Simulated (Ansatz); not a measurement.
Cu2O2. Total charge 0; singlet. Geometry PBE0-D4/def2-SVP; atoms count from 1.

```xyz
4

Cu   -0.334    0.247    1.096
Cu    0.334   -0.247   -1.096
O    -1.143    0.578   -0.478
O     1.143   -0.578    0.478
```

The restricted singlet is unstable: a solution with broken spin symmetry lies lower. The geometry of the singlet was relaxed on an unsound state (restricted singlet, unstable towards broken spin symmetry at other levels and untested here). The structure comes from a short search, and lower isomers may exist.

Q: Estimate the Mulliken populations from the PBE0/def2-TZVP orbitals of Ansatz.

A: 
```
atom  charge (e)  d electrons
 Cu1        0.62         9.59
 Cu2        0.62         9.59
  O3       -0.62            –
  O4       -0.62            –
```
Mulliken values and Mayer orders depend strongly on the basis.

Q: And the Mayer bond orders between bonded heavy atoms (over 0.3)?

A: Cu1–O3 0.88 (1.80 Å); Cu1–O4 0.88 (1.80 Å); Cu2–O3 0.88 (1.80 Å); Cu2–O4 0.88 (1.80 Å).
